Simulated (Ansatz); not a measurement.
This geometry of CH3NO2Si (8 atoms, charge 0, multiplicity 1) is a first-order saddle point.

These are results of RKS PBE-D4/def2-SVP (Ansatz 0.2.0), not measurements.

```xyz
8
Properties=species:S:1:pos:R:3
O -0.521 0.685 2.087
C -0.063 0.067 0.971
N 1.126 -0.378 0.710
Si -0.045 -0.757 -0.630
O 0.101 -0.048 -2.135
H -0.446 1.652 1.980
H -0.427 -2.167 -0.907
H 0.368 0.889 -2.132
```

Task: Which two structures does it join? (They come from a converged band through this point; their orientation in space is the band's.)

Result: No bond is made or broken. The dihedral H6–O1–C2–N3 goes from 0 to -178°.

Image 0:

```xyz
8
Properties=species:S:1:pos:R:3
O -0.793 0.964 1.813
C -0.242 0.220 0.858
N 1.002 -0.167 0.732
Si -0.007 -0.737 -0.639
O 0.156 -0.146 -2.188
H -0.062 1.183 2.443
H -0.368 -2.167 -0.811
H 0.405 0.793 -2.263
```

Image 8:

```xyz
8
Properties=species:S:1:pos:R:3
O -0.123 0.967 2.026
C 0.132 0.197 0.956
N 1.282 -0.311 0.612
Si 0.007 -0.713 -0.588
O 0.008 -0.079 -2.130
H -1.080 1.162 2.022
H -0.535 -2.088 -0.735
H 0.401 0.808 -2.219
```

Task: How far does it lie above each of them?

Result: 11.3 kcal/mol above the first and 9.1 kcal/mol above the second. This is the barrier of this one path; another mechanism may lie lower.

Run time: 3 min on 1 thread of Intel(R) Xeon(R) Processor @ 2.70GHz (shared host), peak memory 0.13 GiB.
